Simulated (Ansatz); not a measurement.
Born–Oppenheimer molecular dynamics of CH8N2Si (12 atoms, charge 0, multiplicity 1). It goes on from the last frame of an earlier run, with new velocities.

These are results of RKS BHLYP/6-31G (Ansatz), not measurements.

```json
{
 "ensemble": "NVT, Nosé–Hoover chain",
 "time step": "1 fs",
 "steps asked": "150",
 "set temperature": "100 K",
 "thermostat": "time constant 100 fs, chain length 3 (defaults)",
 "seed": "941902"
}
```

First frame:

```xyz
12
Properties=species:S:1:pos:R:3
Si -0.019 -0.070 -0.090
H -0.231 -0.316 1.347
N 1.637 0.030 -0.482
H 2.257 -0.710 -0.257
H 1.972 0.861 -0.921
C -0.825 1.583 -0.526
H -1.852 1.575 -0.135
H -0.391 2.516 -0.091
H -0.892 1.770 -1.615
N -0.721 -1.427 -0.924
H -1.280 -2.186 -0.525
H -0.306 -1.782 -1.759
```

Question: How far do the bonds stretch over the last three quarters of this one trajectory? (Pairs bonded in most of those frames.)

Answer: 
```tsv
bond	mean (Å)	spread (Å)	shortest	longest
Si1–H2	1.499	0.021	1.46	1.54
Si1–N3	1.759	0.031	1.71	1.80
Si1–C6	1.896	0.028	1.86	1.95
Si1–N10	1.755	0.015	1.73	1.79
N3–H4	1.001	0.016	0.97	1.03
N3–H5	1.001	0.018	0.97	1.03
C6–H7	1.088	0.020	1.06	1.12
C6–H8	1.089	0.019	1.06	1.12
C6–H9	1.089	0.009	1.07	1.10
N10–H11	1.001	0.013	0.97	1.03
N10–H12	1.002	0.011	0.98	1.02
```

Mean temperature of the second half: 113 K. The conserved energy stayed within 0.38 meV per atom of its start (net change -0.14 meV per atom), so the integration is sound. The mean temperature of the second half is 13 % above the set value. A run of 0.15 ps of so small a system gives no equilibrium averages. Limits of this set-up: no polarisation functions.

Time of the run: 6.6 min on 1 thread of Arm Neoverse V2, on a shared host, peak memory 0.12 GiB.
